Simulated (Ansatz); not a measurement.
Compare A (`[CH3][AlH][SnH2][OH]`) with its isomer B (`[CH3][SnH]([OH])[AlH2]`).

Program: Ansatz. Geometries: PBE0-D4/def2-TZVP. ΔE: electronic, gas phase. CCSD(T)/CBS is the MP2 limit (def2-TZVPP, def2-QZVPP) plus CCSD(T) − MP2 in def2-TZVPP, frozen cores. DFT in def2-TZVPP. B3LYP here is the variant with VWN-RPA as its local correlation; programs differ in this. def2 core potentials past Kr. For Sn outer-core shells are correlated without core-valence functions, which leaves a few kJ/mol of doubt a bond. Each species was taken in one conformer, which may not be the lowest.

Q: Which is lower in electronic energy at CCSD(T)/CBS, and by how much? (Estimate.)

A: The calculation gave: A, by 16.4 kJ/mol.

Q: Give E(B) − E(A) in kJ/mol with CCSD/def2-TZVPP, ωB97M-V, B3LYP-D4, CCSD(T)/def2-TZVPP, B3LYP, B2PLYP, r2SCAN-D4. (An estimate is asked.)

A: Ansatz gave: CCSD/def2-TZVPP 18.2, ωB97M-V 23.7, B3LYP-D4 22.0, CCSD(T)/def2-TZVPP 17.4, B3LYP 23.1, B2PLYP 20.6, r2SCAN-D4 24.3. None reverses the order clearly.

Largest T1 diagnostic: 0.013.
